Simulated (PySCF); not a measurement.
# Frontier orbitals and the lowest excitations

C₇H₁₂ClFSi₂.
Geometry (PBE0-D3(BJ)/def2-SVP, Å), atoms numbered from 1 in this order:
```
atom  x, y, z in Å
C1     2.2703    1.8637    1.8336
C2     1.9866    1.2204    0.8395
Si3    1.5437    0.2033   -0.6175
Si4    2.7695   -1.7820   -0.7252
Cl5    1.9471    1.3124   -2.3277
C6    -0.3243   -0.1468   -0.5630
F7    -0.5487   -1.1050   -1.5683
C8    -0.8381   -0.7312    0.7485
C9    -2.3443   -0.5010    0.6527
C10   -2.4330    0.9264    0.1112
C11   -1.2238    1.0687   -0.8347
H12    2.5311    2.4368    2.7063
H13    2.3635   -2.6723    0.4058
H14    2.4838   -2.4627   -2.0216
H15    4.2299   -1.4869   -0.6217
H16   -0.4150   -0.1615    1.5935
H17   -0.5389   -1.7835    0.8648
H18   -2.7689   -1.2126   -0.0733
H19   -2.8713   -0.6418    1.6077
H20   -3.3890    1.1373   -0.3895
H21   -2.3419    1.6435    0.9429
H22   -0.6874    2.0176   -0.6798
H23   -1.5008    1.0354   -1.8982
```

Computed, not measured: PySCF, TDDFT wB97X-D/def2-SVPD, vertical, gas phase, core orbitals frozen in the response.

Frontier orbitals with the atoms that hold most of them (Löwdin shares over 4%, at most four atoms; ? is withheld):

| orbital | ε (eV) | atoms |
| --- | --- | --- |
| LUMO+2 | 1.92 | Si4 22%, C1 12%, Si3 8%, H15 8% |
| LUMO+1 | 1.14 | C1 26%, C2 25%, Si3 17%, Si4 11% |
| LUMO | ? | ? |
| HOMO | -9.54 | ? |
| HOMO-1 | -10.47 | C2 36%, C1 35%, Cl5 8%, Si3 5% |
| HOMO-2 | -10.66 | Cl5 42%, Si3 11%, C2 9%, C6 8% |
| HOMO-3 | -10.80 | C2 31%, C1 29%, Cl5 22%, Si3 5% |

(1) Which atoms hold the HOMO, and with what shares?

(2) Give the leading atoms of the LUMO.

(3) What is the LUMO energy, and the HOMO–LUMO gap?

Results:

(1) Si3 (bonded to 2 C, Cl and Si) 18%; Si4 (bonded to Si and 3 H) 17%; C6 (bonded to 2 C, F and Si) 14%; Cl5 (bonded to Si) 12%. By element: silicon 34%, carbon 14% or more, chlorine 12%.

(2) Si3 (bonded to 2 C, Cl and Si) 21%; C1 (bonded to C and H) 20%; C2 (bonded to C and Si) 20%; Cl5 (bonded to Si) 14%. By element: carbon 40% or more, silicon 21% or more, chlorine 14%.

(3) ε(LUMO) = 0.77 eV; the gap is 10.31 eV (0.3790 hartree).

How does S1 compare with the orbital gap of 10.31 eV?

S1 is at 5.65 eV (f = 0.0039), 4.67 eV below the gap, made of HOMO→LUMO (68%), HOMO-3→LUMO (16%). Without the coupling terms of the response equations the lowest excitation would equal the gap.

Give energy, strength and leading configuration of S6 and S8, and follow the Löwdin shares of the leading atoms from the occupied to the empty orbital.

- S6 (7.07 eV, f 0.026), HOMO-2→LUMO (83%): Cl5 42% → 14%, Si3 11% → 21%, C1 at most 9% → 20%
- S8 (7.68 eV, f 0.107), HOMO-2→LUMO+1 (70%): Cl5 42% → at most 12%, Si3 11% → 17%, C1 at most 9% → 26%, C2 9% → 25%

One conformer stands for the species.
